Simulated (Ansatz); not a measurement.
Reaction (substitution at a C–N bond): `CC1=[N+](C)[AlH2-][N]1C` + HCl → `C/N=C(/C)Cl` + `C[NH][AlH2]`

Calculated with Ansatz (gas phase, PBE0-D4/def2-TZVP geometries, no zero-point term in ΔE). CBS: MP2 limit from def2 TZ/QZ plus the TZ coupled-cluster correction, frozen cores. This one scheme is used for every species.

```json
{"species": "`CC1=[N+](C)[AlH2-][N]1C`", "CCSD/def2-TZVPP energy (Eh)": "-510.07991"}
{"species": "HCl", "CCSD/def2-TZVPP energy (Eh)": "-460.32332"}
{"species": "`C/N=C(/C)Cl`", "CCSD/def2-TZVPP energy (Eh)": "-632.05476"}
{"species": "`C[NH][AlH2]`", "CCSD/def2-TZVPP energy (Eh)": "-338.30147"}
```

**Question.** Work out ΔE.

**Answer.** ΔE = (-632.05476) + (-338.30147) − (-510.07991) − (-460.32332) = 0.04700 Eh = +123.4 kJ/mol. CCSD(T)/CBS gives +119.6 kJ/mol.

Largest T1 diagnostic among the species: 0.013.

From PBE to PBE0 (25 % exact exchange), in def2-TZVPP and without D4, ΔE moves by +15.4 kJ/mol. At CCSD(T), def2-SVP lies +16.1 kJ/mol from the extrapolated value and def2-TZVPP +2.7 kJ/mol. The D4 term adds +13.0 kJ/mol with B3LYP and +7.8 kJ/mol with PBE0; it sums over pairs of atoms, weighted by their polarisabilities, and B3LYP, whose exchange is more repulsive, gets the larger term.

B3LYP here is the variant with VWN-RPA as its local correlation; programs differ in this.
